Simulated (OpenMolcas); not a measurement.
Computed levels of 3d³ in ions with 21 electrons, in cm-1 above ⁴F_3/2.

| Item | Value |
| --- | --- |
| Program | OpenMolcas |
| Method | RASSCF |
| Basis | ANO-RCC-VTZP |
| Scalar Hamiltonian | DKH2, point nucleus |
| Spin-orbit coupling | RASSI with atomic mean-field integrals over the reference wave functions, term energies averaged over their components |

Active space for each ion: 9 electrons in 8 orbitals (RAS1 3p, at most 2 holes; RAS2 3d).

```
 Level    V2+   Cr3+   Mn4+   Co6+   Ni7+
⁴F_5/2    164    257    386    750   1004
⁴F_7/2    388    608    909   1752   2332
⁴F_9/2    671   1046   1557   2966   3921
⁴P_1/2  13980  16726  19194  24193  26573
⁴P_3/2  14055  16833  19334  24384  26768
⁴P_5/2  14247  17144  19821  25409  28198
²G_7/2  15176  18258  20962  26539  29203
²G_9/2  15420  18634  21509  27537  30473
²P_1/2  17899  21590  24907  31818  35154
```

Problem. Estimate ⁴F_9/2, ⁴P_1/2, ⁴P_3/2 for Fe5+ from its neighbours Mn4+ and Co6+.

Solution. ⁴F_9/2 is fine structure, which grows about as the fourth power of a screened charge, so the fourth roots are averaged: ((1557^0.25 + 2966^0.25) / 2)^4 = 2177. The calculation gives 2223, so the estimate is off by -2.1 %; the measured value is 2001 (Corliss and Sugar, J. Phys. Chem. Ref. Data 11, 135 (1982)).
⁴P_1/2 is another term, which grows about linearly with the charge: (19194 + 24193) / 2 = 21694. The calculation gives 21828, so the estimate is off by -0.6 %; the measured value is 18738 (Corliss and Sugar, J. Phys. Chem. Ref. Data 11, 135 (1982)).
⁴P_3/2 is another term, which grows about linearly with the charge: (19334 + 24384) / 2 = 21859. The calculation gives 22000, so the estimate is off by -0.6 %; the measured value is 18942 (Corliss and Sugar, J. Phys. Chem. Ref. Data 11, 135 (1982)).

Without dynamic correlation excited terms often stand tens of per cent too high (terms of higher spin than the ground term too low), and those without a measured partner can miss by more than the paired ones. Active for correlation alone: 3p; no level in the range computed is led by a configuration that opens it, so any true level of that kind is missing. Computed and measured levels are paired by configuration, term and J; levels that our copy of the source lacks, or whose pairing is in doubt (as where it misses far off the trend of its configuration), stay unpaired and out of the deviations. Levels of configurations outside the active space are missing.
